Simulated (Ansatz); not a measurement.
`CC[SiH2][GaH2]` + `N[SiH3]` → `[SiH3]N[SiH2][GaH2]` + ethane  (ligand exchange at the Si–C bond)

Isolated molecules relaxed with PBE0-D4/def2-TZVP in Ansatz; ΔE leaves out vibrations. CCSD(T)/CBS is the MP2 limit (def2-TZVPP, def2-QZVPP) plus CCSD(T) − MP2 in def2-TZVPP, frozen cores. This one scheme is used for every species. DFT in def2-TZVPP. For Ga outer-core shells are correlated without core-valence functions, which leaves a few kJ/mol of doubt a bond. Scalar relativity is left out up to krypton. One conformer a species, not always the lowest.

```
              species  PBE energy (Eh)
     `CC[SiH2][GaH2]`      -2295.42689
            `N[SiH3]`       -347.07124
`[SiH3]N[SiH2][GaH2]`      -2562.79051
                 `CC`        -79.73271
```

(1) Work out ΔE.

Largest T1 diagnostic among the species: 0.013.

Results:

(1) ΔE = (-2562.79051) + (-79.73271) − (-2295.42689) − (-347.07124) = -0.02509 Eh = -15.7 kcal/mol. CCSD(T)/CBS gives -17.7 kcal/mol.

In def2-TZVPP, CCSD(T) changes the Hartree–Fock value by −1.8 kcal/mol (the triples alone add −0.3 kcal/mol) and MP2 by −2.2 kcal/mol. At CCSD(T), def2-SVP lies +1.2 kcal/mol from the extrapolated value and def2-TZVPP +0.1 kcal/mol.
